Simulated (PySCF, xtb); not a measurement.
B(H)(Br)(Me) (CH4BBr), SMILES CBBr.

Coordinates come from a PBE0-D3(BJ)/def2-TZVP optimisation.

Level of theory: C-PCM-M06-2X/def2-SVP in PySCF.

The values are the electrostatic part of the solvation free energy, E(continuum) − E(gas) at the gas-phase geometry, in a cavity of scaled van der Waals radii (PySCF's table); cavitation and dispersion terms are not included. In vacuum the orbital gap is 8.74 eV. The dipole moment in vacuum is 1.53 D.

Computed values in water (ε = 78.36), acetone (ε = 20.49), cyclohexanone (ε = 15.62):
| solvent | ε | ΔG(elec) (kcal/mol) | dipole (D) | gap (eV) |
|---|---|---|---|---|
| water | 78.36 | -1.3 | 1.98 | 8.95 |
| acetone | 20.49 | -1.3 | 1.96 | 8.94 |
| cyclohexanone | 15.62 | -1.3 | 1.95 | 8.93 |

For comparison, GFN2-xTB/ALPB(water) (xtb, at the GFN2-xTB geometry, all terms of that model) gives -1.4 kcal/mol.
